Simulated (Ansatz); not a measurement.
Steps of a relaxation of `F/C=N/[SiH](F)Cl` with RKS PBE-D4/def2-SVP.

```sh
$ ansatz run in.yaml --threads 4 --pin off --events-out ev --progress --plain --max-ram 10444MiB
```

```yaml
crystal:
  periodic: [false, false, false]
  atoms:
    - {symbol: F, position_ang: [-1.904800, -0.628400, 1.817200]}
    - {symbol: C, position_ang: [-0.900700, -0.155900, 1.102000]}
    - {symbol: N, position_ang: [-0.758300, -0.674900, -0.069900]}
    - {symbol: Si, position_ang: [0.730900, -0.064500, -0.907300]}
    - {symbol: F, position_ang: [1.798800, 0.194500, 0.169600]}
    - {symbol: Cl, position_ang: [0.200500, 1.696500, -1.844300]}
    - {symbol: H, position_ang: [-0.237100, 0.619700, 1.587300]}
    - {symbol: H, position_ang: [1.162800, -1.044100, -1.910300]}
basis:
  gaussian: {orbitals: def2-SVP}
hamiltonian: {xc: pbe, dispersion: d4}
relax: {f_tol: 0.03, max_steps: 200}
```

Positions (Å) and forces (eV/Å) along the path, 11 of 11 steps:

```xyz
8
step=1 energy=-28366.5575 eV
F    -1.905   -0.628    1.817   -0.325    0.500    1.061
C    -0.901   -0.156    1.102    0.396   -1.155   -2.152
N    -0.758   -0.675   -0.070    1.469    1.373    0.654
Si    0.731   -0.065   -0.907   -4.260   -0.958   -2.121
F     1.799    0.195    0.170    2.964    0.773    2.551
Cl    0.201    1.696   -1.844    0.174    0.103   -0.034
H    -0.237    0.620    1.587   -0.685   -0.411    0.222
H     1.163   -1.044   -1.910    0.267   -0.225   -0.179
8
step=2 energy=-28366.8008 eV
F    -1.986   -0.566    1.817    0.371    0.035    0.410
C    -0.875   -0.233    1.146   -0.750    0.138   -1.408
N    -0.720   -0.691   -0.035    1.059    0.779    0.362
Si    0.702   -0.057   -0.925   -2.099   -0.772   -1.016
F     1.857    0.254    0.108    1.541    0.425    1.286
Cl    0.245    1.711   -1.895   -0.077   -0.083    0.092
H    -0.287    0.572    1.656   -0.101   -0.433    0.287
H     1.156   -1.046   -1.929    0.056   -0.090   -0.014
8
step=3 energy=-28366.9169 eV
F    -2.021   -0.567    1.835    0.567    0.283   -0.551
C    -0.931   -0.185    1.115    0.083   -0.523    0.736
N    -0.702   -0.653   -0.036    0.164    0.717   -0.012
Si    0.688   -0.062   -0.947   -0.146   -0.088   -0.090
F     1.906    0.322    0.073    0.048   -0.095    0.130
Cl    0.254    1.701   -1.938   -0.149   -0.169    0.045
H    -0.272    0.467    1.767   -0.469   -0.162   -0.406
H     1.170   -1.080   -1.926   -0.098    0.036    0.147
8
step=4 energy=-28366.9668 eV
F    -1.985   -0.702    1.788   -0.015    0.099    0.052
C    -0.919   -0.190    1.165    0.100   -0.303   -1.254
N    -0.693   -0.464   -0.059   -0.061    0.230    1.180
Si    0.716   -0.015   -0.972   -0.257    0.103    0.414
F     1.959    0.293    0.052   -0.023    0.073   -0.135
Cl    0.269    1.687   -2.038    0.080    0.025   -0.056
H    -0.346    0.466    1.858    0.042   -0.085    0.016
H     1.092   -1.133   -1.850    0.134   -0.142   -0.217
8
step=5 energy=-28367.0031 eV
F    -2.058   -0.611    1.751   -0.004    0.020    0.003
C    -0.916   -0.209    1.175   -0.013    0.013    0.111
N    -0.696   -0.420   -0.043    0.043    0.009   -0.039
Si    0.706   -0.003   -0.971    0.037    0.000    0.137
F     1.953    0.377    0.023   -0.045    0.026   -0.072
Cl    0.253    1.656   -2.105    0.027   -0.034   -0.006
H    -0.278    0.297    1.940   -0.015   -0.070   -0.131
H     1.127   -1.145   -1.825   -0.030    0.036   -0.003
8
step=6 energy=-28367.0066 eV
F    -2.068   -0.593    1.746   -0.013    0.007    0.005
C    -0.915   -0.216    1.176   -0.038   -0.004    0.100
N    -0.704   -0.400   -0.047    0.035    0.004   -0.067
Si    0.705    0.006   -0.967    0.015   -0.010    0.075
F     1.950    0.403    0.022   -0.037    0.020   -0.044
Cl    0.255    1.645   -2.129    0.025   -0.015   -0.004
H    -0.257    0.245    1.949    0.022   -0.022   -0.060
H     1.125   -1.148   -1.806   -0.009    0.021   -0.006
8
step=7 energy=-28367.0090 eV
F    -2.073   -0.573    1.750   -0.013    0.000   -0.005
C    -0.914   -0.225    1.177    0.016    0.007   -0.002
N    -0.722   -0.373   -0.055   -0.022   -0.034   -0.009
Si    0.699    0.013   -0.964   -0.014    0.008    0.034
F     1.928    0.438    0.030    0.013   -0.004    0.001
Cl    0.269    1.631   -2.158    0.002    0.029   -0.038
H    -0.223    0.182    1.949    0.017   -0.002    0.011
H     1.127   -1.150   -1.784    0.000   -0.003    0.008
8
step=8 energy=-28367.0093 eV
F    -2.074   -0.569    1.750   -0.012   -0.003   -0.002
C    -0.913   -0.226    1.177    0.003    0.003   -0.003
N    -0.724   -0.369   -0.056   -0.013   -0.025   -0.013
Si    0.698    0.015   -0.964   -0.011   -0.005    0.027
F     1.928    0.441    0.029    0.007    0.002    0.008
Cl    0.269    1.629   -2.163    0.002    0.031   -0.036
H    -0.219    0.173    1.949    0.023    0.004    0.021
H     1.127   -1.151   -1.778    0.000   -0.006   -0.002
8
step=9 energy=-28367.0089 eV rejected
F    -2.079   -0.560    1.749    0.010    0.012    0.002
C    -0.913   -0.232    1.179    0.150    0.011    0.019
N    -0.737   -0.345   -0.061   -0.038    0.026    0.113
Si    0.693    0.027   -0.963    0.004   -0.008   -0.030
F     1.916    0.466    0.032    0.005    0.008    0.015
Cl    0.282    1.621   -2.199    0.002   -0.006    0.011
H    -0.194    0.120    1.962   -0.132   -0.043   -0.129
H     1.124   -1.154   -1.754    0.000    0.001   -0.002
8
step=10 energy=-28367.0096 eV
F    -2.076   -0.560    1.751    0.020    0.002    0.005
C    -0.911   -0.230    1.177   -0.049   -0.009    0.020
N    -0.733   -0.363   -0.060    0.011    0.007   -0.016
Si    0.694    0.020   -0.962    0.026    0.024   -0.037
F     1.920    0.454    0.032   -0.016   -0.002    0.010
Cl    0.275    1.628   -2.178    0.004   -0.026    0.013
H    -0.205    0.147    1.950    0.011    0.003    0.008
H     1.129   -1.152   -1.765   -0.007    0.002   -0.003
8
step=11 energy=-28367.0097 eV
F    -2.074   -0.561    1.753    0.010    0.000    0.000
C    -0.911   -0.231    1.177    0.001    0.001   -0.014
N    -0.736   -0.356   -0.061   -0.015    0.002    0.025
Si    0.693    0.023   -0.962    0.004   -0.003   -0.024
F     1.915    0.457    0.037    0.000    0.003    0.002
Cl    0.279    1.624   -2.187    0.003    0.000    0.007
H    -0.200    0.138    1.950   -0.006   -0.002    0.000
H     1.126   -1.151   -1.763    0.003   -0.001    0.004
```

Hardware: 4 threads of an Arm Neoverse V2 on a shared host. Wall time 16 s, peak host memory 0.18 GiB.
